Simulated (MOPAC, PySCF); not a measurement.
H$_{2}$ClFSi$_{2}$, SMILES `F/[SiH]=[SiH]\Cl`, neutral singlet in the gas phase. 

Z-matrix (Å, degrees):
```
Si
H 1 1.4819
Cl 1 2.0556 2 107.78
Si 1 2.2107 2 109.58 3 -130.25
F 4 1.5974 1 120.18 2 165.57
H 4 1.4825 5 106.70 1 -132.43
```
Charge 0, multiplicity 1.

All levels are single points at this geometry (CAM-B3LYP-D3(BJ)/def2-TZVP); Pople sets use spherical d functions. Orbital energies aren't observables, and empty levels follow the basis.

B3LYP/LANL2DZ in PySCF gives HOMO (eV) = -6.64.

Estimate the HOMO (eV) from each of these levels: CAM-B3LYP-D3(BJ)/def2-TZVP in PySCF; PBE-D3(BJ)/def2-TZVP in PySCF; TPSSh-D3(BJ)/def2-TZVP in PySCF; B3LYP/3-21G in PySCF; B3LYP/6-311+G** in PySCF; BP86/6-31G* in PySCF; M06-2X/6-31G* in PySCF; PBE/6-31G* in PySCF; SVWN5/6-31G* in PySCF; HF/6-31G* in PySCF; PM3 in MOPAC; PM6 in MOPAC.


```csv
level,HOMO (eV)
CAM-B3LYP-D3(BJ)/def2-TZVP in PySCF,-7.49
PBE-D3(BJ)/def2-TZVP in PySCF,-5.57
TPSSh-D3(BJ)/def2-TZVP in PySCF,-5.98
B3LYP/3-21G in PySCF,-6.38
B3LYP/6-311+G** in PySCF,-6.40
BP86/6-31G* in PySCF,-5.61
M06-2X/6-31G* in PySCF,-7.22
PBE/6-31G* in PySCF,-5.51
SVWN5/6-31G* in PySCF,-5.60
HF/6-31G* in PySCF,-8.15
PM3 in MOPAC,-7.98
PM6 in MOPAC,-7.21
```
